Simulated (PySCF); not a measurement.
**Optical rotation: `C[C@@H]1O[C@@H](F)C[C@@H]1Cl`, C$_{5}$H$_{8}$ClFO**

Geometry:
```
atom   x (Å)   y (Å)   z (Å)
  C1   1.799   0.104  -0.808
  C2   0.852  -0.269   0.325
  O3   0.061  -1.396  -0.086
  C4  -1.274  -1.122   0.022
  F5  -1.745  -1.554   1.260
  C6  -1.435   0.392  -0.047
  C7  -0.176   0.824   0.699
 Cl8   0.336   2.465   0.271
  H9   1.244   0.476  -1.665
 H10   2.347  -0.785  -1.107
 H11   2.501   0.864  -0.478
 H12   1.434  -0.569   1.204
 H13  -1.837  -1.701  -0.718
 H14  -1.408   0.723  -1.085
 H15  -2.354   0.730   0.426
 H16  -0.353   0.826   1.777
```

Theory: TDDFT LC-wPBE/def2-SVPD circular dichroism and optical rotation, one conformer, gas phase (PySCF 2.14.0). Geometry: GFN2-xTB.

Stereocentres: C2 S, C4 S, C7 S.

**Question.** Give the optical rotatory dispersion at 633, 589.3, 546, 436, 405, 365, 355 nm.

**Answer.** [α] in deg dm⁻¹ (g/mL)⁻¹:
```tsv
λ (nm)	origin-invariant length gauge	modified velocity gauge	length gauge (centre of mass)	isotropic polarisability (au)
633	-76.8	-75.2	-75.8	74.0
589.3	-89.2	-87.2	-88.0	74.1
546	-104.6	-102.3	-103.3	74.4
436	-169.0	-165.1	-166.8	75.3
405	-198.4	-193.7	-195.8	75.7
365	-249.6	-243.4	-246.3	76.4
355	-265.6	-258.9	-262.1	76.7
```

**Question.** And for the mirror image at 589.3 nm?

**Answer.** +89.2 deg dm⁻¹ (g/mL)⁻¹ (origin-invariant length gauge): the same size and the opposite sign.

**Question.** What is the molar rotation [Φ] = [α]·M/100 of the geometry above at 589.3 nm?

**Answer.** With M = 138.57 g/mol, -123.5 deg cm² dmol⁻¹ (origin-invariant length gauge).

The first excitation lies at 7.66 eV (162 nm) with R = +0.5 × 10⁻⁴⁰ esu² cm² (velocity form).
